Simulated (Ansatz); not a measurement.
Computed with Ansatz on PBE0-D4/def2-TZVP structures; ΔE is electronic, products minus reactants. CCSD(T)/CBS adds triple-zeta CCSD(T) − MP2 to the extrapolated MP2 energy (def2 sets, frozen cores). This one scheme is used for every species. Functionals use def2-TZVPP. B3LYP here is the variant with VWN-RPA as its local correlation; programs differ in this. One conformer a species, not always the lowest.

`CB([SiH3])CF` → `CBCF` + `[SiH2]`  (silylene loss)

Q: Is it downhill or uphill in electronic energy at CCSD(T)/CBS, and by how much? (An estimate is asked.)

A: The calculation gave: Uphill: ΔE = +2.29 eV.

Q: What do these levels give: r2SCAN-D4, PBE0-D4, ωB97M-V, PBE, r2SCAN, B3LYP, HF/def2-TZVPP, SCS-MP2/def2-TZVPP, CCSD/def2-TZVPP, CCSD(T)/def2-TZVPP, MP2/def2-QZVPP, CCSD/CBS(def2)? (An estimate is asked.)

A: The calculation gave: r2SCAN-D4 2.54, PBE0-D4 2.47, ωB97M-V 2.22, PBE 2.34, r2SCAN 2.51, B3LYP 2.11, HF/def2-TZVPP 1.98, SCS-MP2/def2-TZVPP 2.25, CCSD/def2-TZVPP 2.17, CCSD(T)/def2-TZVPP 2.23, MP2/def2-QZVPP 2.41, CCSD/CBS(def2) 2.23 eV.

Largest T1 diagnostic among the species: 0.014.

In def2-TZVPP, CCSD(T) changes the Hartree–Fock value by +0.25 eV (the triples alone add +0.06 eV) and MP2 by +0.39 eV. The D4 term adds +0.15 eV with B3LYP and +0.08 eV with PBE0; it sums over pairs of atoms, weighted by their polarisabilities, and B3LYP, whose exchange is more repulsive, gets the larger term. From PBE to PBE0 (25 % exact exchange), in def2-TZVPP and without D4, ΔE moves by +0.05 eV.
